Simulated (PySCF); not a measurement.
Compound: C6H8O2.
Atom-mapped SMILES: `[CH3:1][CH2:2][C@H:3]1[CH:4]=[CH:5][O:6][C:7]1=[O:8]` (hydrogens: H9, H10, H11 on C1; H12, H13 on C2; H14 on C3; H15 on C4; H16 on C5)

The geometry is computed with GFN2-xTB (gas phase).

Q: What internal coordinates does the optimisation give?

A: 
```json
{"bond": "C1–C2", "length (Å)": "1.522"}
{"bond": "C2–C3", "length (Å)": "1.540"}
{"bond": "C3–C4", "length (Å)": "1.496"}
{"bond": "C4=C5", "length (Å)": "1.326"}
{"bond": "C5–O6", "length (Å)": "1.373"}
{"bond": "O6–C7", "length (Å)": "1.359"}
{"bond": "C7=O8", "length (Å)": "1.196"}
{"bond": "C3–C7", "length (Å)": "1.525"}
{"bond": "C1–H9, C1–H10, C1–H11", "length (Å)": "1.087"}
{"bond": "C2–H12", "length (Å)": "1.092"}
{"bond": "C2–H13", "length (Å)": "1.092"}
{"bond": "C3–H14", "length (Å)": "1.095"}
{"bond": "C4–H15", "length (Å)": "1.071"}
{"bond": "C5–H16", "length (Å)": "1.074"}
```

Bonds in one row agree within 0.01 Å and their mean is given. A selection of angles:
```json
{"angle": "C2–C1–H9", "degrees": "110.6"}
{"angle": "C2–C1–H10", "degrees": "110.3"}
{"angle": "H9–C1–H10", "degrees": "108.5"}
{"angle": "H9–C1–H11", "degrees": "108.5"}
{"angle": "C1–C2–C3", "degrees": "111.8"}
{"angle": "C1–C2–H12", "degrees": "109.9"}
{"angle": "C1–C2–H13", "degrees": "110.1"}
{"angle": "C3–C2–H12", "degrees": "108.9"}
{"angle": "C3–C2–H13", "degrees": "108.2"}
{"angle": "H12–C2–H13", "degrees": "107.8"}
{"angle": "C2–C3–C4", "degrees": "113.6"}
{"angle": "C2–C3–C7", "degrees": "111.9"}
{"angle": "C2–C3–H14", "degrees": "108.5"}
{"angle": "C4–C3–C7", "degrees": "101.1"}
{"angle": "C4–C3–H14", "degrees": "112.2"}
{"angle": "C7–C3–H14", "degrees": "109.4"}
{"angle": "C3–C4–C5", "degrees": "108.3"}
{"angle": "C3–C4–H15", "degrees": "124.5"}
{"angle": "C5–C4–H15", "degrees": "127.1"}
{"angle": "C4–C5–O6", "degrees": "113.2"}
{"angle": "C4–C5–H16", "degrees": "131.6"}
{"angle": "O6–C5–H16", "degrees": "115.2"}
{"angle": "C5–O6–C7", "degrees": "108.7"}
{"angle": "O6–C7–O8", "degrees": "122.6"}
{"angle": "C3–C7–O6", "degrees": "108.6"}
{"angle": "C3–C7–O8", "degrees": "128.8"}
```

Torsions: C1–C2–C3–C4 176° (antiperiplanar); C2–C3–C4–C5 119° (anticlinal); C3–C4–C5–O6 1° (synperiplanar); C4–C5–O6–C7 0° (synperiplanar); C5–O6–C7–O8 179° (antiperiplanar); C2–C3–C7–O6 -120° (anticlinal).

The 5-membered ring C3–C4–C5–O6–C7 has internal angles of 101.1° to 113.2° (sum 540°, against 540° for a flat polygon); it is planar, 0.01 Å rms from its mean plane, widest ring torsion 1°. O6 (ester single-bonded oxygen) is bent (angle 108.7°). Of the pairs four or more bonds apart, O8···H10 is among the closest relative to their van der Waals radii: 2.42 Å, 89 % of the sum of Bondi's values. The C–O distances run from 1.196 Å (C7=O8, drawn double) to 1.373 Å (C5–O6, drawn single), a spread of 0.177 Å. The 5 C–C bonds span 1.326 Å (C4=C5, drawn double) to 1.540 Å (C2–C3, drawn single), a spread of 0.214 Å.

Point group: C1 (no symmetry element, even within 0.4 Å). Whether it is a minimum is left open (no frequencies). One conformer, not necessarily the lowest.
